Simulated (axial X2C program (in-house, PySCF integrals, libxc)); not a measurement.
**Excited states of LiGa by EOM-EE-CCSD**

Calculated with an axial X2C code built on PySCF integrals: two-component X2C with atomic mean-field Coulomb and Gaunt terms, Gaussian nuclei, basis Ga dyall-acv3z, Li dyall-acv3z with contracted cores.

R = 2.864 Å (near the PBE0 minimum at charge 0 of the determinant lowest at the starting distance; the state shown can have its own minimum elsewhere).

Vertical excitation energies from the closed-shell determinant state of LiGa:

| Ω | excitation (eV) | cm⁻¹ | hole of the leading pair | particle of the leading pair | weight of the pair (for Ω = 0 its time-reversed partner can hold as much again) | singles weight |
| --- | --- | --- | --- | --- | --- | --- |
| 0⁻ | 0.341 | 2753 | 64% Ga pσ, 27% Li sσ | 72% Ga pπ, 20% Li pπ, 7% Li dπ | 0.48 | 0.96 |
| 0⁺ | 0.348 | 2808 | 64% Ga pσ, 27% Li sσ | 72% Ga pπ, 20% Li pπ, 7% Li dπ | 0.48 | 0.96 |
| 1 | 0.365 | 2943 | 64% Ga pσ, 27% Li sσ | 72% Ga pπ, 20% Li pπ, 7% Li dπ | 0.52 | 0.96 |
| 2 | 0.392 | 3162 | 64% Ga pσ, 27% Li sσ | 72% Ga pπ, 21% Li pπ, 7% Li dπ | 0.96 | 0.96 |
| 1 | 0.951 | 7674 | 64% Ga pσ, 27% Li sσ | 77% Ga pπ, 16% Li pπ, 7% Li dπ | 0.49 | 0.94 |
| 0⁻ | 1.104 | 8903 | 63% Ga pσ, 29% Li sσ | 34% Li sσ, 31% Li pσ, 21% Ga pσ | 0.48 | 0.97 |
| 1 | 1.109 | 8945 | 63% Ga pσ, 29% Li sσ | 32% Li sσ, 30% Li pσ, 21% Ga pσ | 0.95 | 0.97 |
| 0⁺ | 2.050 | 16533 | 64% Ga pσ, 28% Li sσ | 43% Li pσ, 32% Li sσ, 11% Ga sσ | 0.40 | 0.80 |

This point took 84 s on 1 thread of Arm Neoverse N1, with other jobs on the host.

Reference electrons by ω block (each with its −ω partner): 1/2: 12, 3/2: 4, 5/2: 1. 14 electrons of LiGa correlated (inner shells frozen), 88 natural virtual spinors (a truncated set); levels can be off by some tenths of an eV. Roots sought by Ω: (0: 5, 1: 4, 2: 3, 3: 1); the list ends where they run out and leaves out roots under 60 % singles weight. The solver can skip a root, and states that need a further excitation, which the method places far too high, are missing though they may lie low or lowest. T1 of the reference 0.014 (Lee–Taylor). Number of frozen shells: Ga 3 s, 2 p; Li 1 s.
